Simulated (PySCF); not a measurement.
## Functional dependence of a UV spectrum

Compound: Br₂.
SMILES with atom numbers: `[Br:1][Br:2]`

Linear-response calculations in the def2-SVPD basis (PySCF; singlets by full response, triplets Tamm–Dancoff, core orbitals frozen in the response; HF means time-dependent Hartree–Fock). 'Strongest' is the level of largest summed f among the singlets computed (10 roots, of which the last may lack a degenerate partner); it can jump between rows when another state enters that window. S1 is the lowest singlet of each run and needn't be the same state throughout; f(S1) is that of one state. Isolated species at its PBE0-D3(BJ)/def2-SVP geometry, gas phase. Relativistic effects, spin–orbit coupling among them, are left out although an element past zinc is present.

```json
{"functional": "LDA", "kind": "LDA", "S1 (eV)": "2.47", "f(S1)": "0.001", "strongest (eV)": "7.83", "T1 (eV)": "1.84", "HOMO (eV)": "-7.06", "gap (eV)": "2.07", "ionisation energy, ΔSCF (eV)": "10.63"}
{"functional": "PBE", "kind": "GGA", "S1 (eV)": "2.55", "f(S1)": "0.001", "strongest (eV)": "7.65", "T1 (eV)": "1.85", "HOMO (eV)": "-6.93", "gap (eV)": "2.18", "ionisation energy, ΔSCF (eV)": "10.42"}
{"functional": "B3LYP", "kind": "global hybrid, 20% exact exchange", "S1 (eV)": "2.64", "f(S1)": "0.001", "strongest (eV)": "8.06", "T1 (eV)": "1.94", "HOMO (eV)": "-7.95", "gap (eV)": "3.86", "ionisation energy, ΔSCF (eV)": "10.66"}
{"functional": "PBE0", "kind": "global hybrid, 25% exact exchange", "S1 (eV)": "2.72", "f(S1)": "0.001", "strongest (eV)": "8.19", "T1 (eV)": "1.98", "HOMO (eV)": "-8.23", "gap (eV)": "4.36", "ionisation energy, ΔSCF (eV)": "10.72"}
{"functional": "BHandHLYP", "kind": "global hybrid, 50% exact exchange", "S1 (eV)": "2.84", "f(S1)": "0.001", "strongest (eV)": "8.19", "T1 (eV)": "2.10", "HOMO (eV)": "-9.35", "gap (eV)": "6.48", "ionisation energy, ΔSCF (eV)": "10.82"}
{"functional": "CAM-B3LYP", "kind": "range-separated hybrid", "S1 (eV)": "2.73", "f(S1)": "0.001", "strongest (eV)": "8.11", "T1 (eV)": "2.01", "HOMO (eV)": "-9.53", "gap (eV)": "6.77", "ionisation energy, ΔSCF (eV)": "10.83"}
{"functional": "wB97X-D", "kind": "range-separated hybrid", "S1 (eV)": "2.79", "f(S1)": "0.001", "strongest (eV)": "8.16", "T1 (eV)": "2.09", "HOMO (eV)": "-10.11", "gap (eV)": "8.00", "ionisation energy, ΔSCF (eV)": "10.80"}
{"functional": "LC-wPBE", "kind": "range-separated hybrid", "S1 (eV)": "2.89", "f(S1)": "0.001", "strongest (eV)": "8.26", "T1 (eV)": "2.13", "HOMO (eV)": "-10.95", "gap (eV)": "9.34", "ionisation energy, ΔSCF (eV)": "11.03"}
{"functional": "HF", "kind": "Hartree–Fock", "S1 (eV)": "3.21", "f(S1)": "0.001", "strongest (eV)": "8.23", "T1 (eV)": "2.35", "HOMO (eV)": "-11.18", "gap (eV)": "10.80", "ionisation energy, ΔSCF (eV)": "not settled"}
```

S1 runs from 2.47 eV (LDA) to 3.21 eV (HF), a spread of 0.74 eV, while the orbital gap spreads over 8.7 eV. Along PBE (0%), B3LYP (20%), PBE0 (25%), BHandHLYP (50%), HF (100%) S1 rises with the share of exact exchange. −ε(HOMO) comes closest to its own ΔSCF ionisation energy with LC-wPBE (-0.09 eV) and misses most with LDA (-3.56 eV). 'Not settled' means that the ion's SCF failed to converge or may have ended in another state than the lowest.
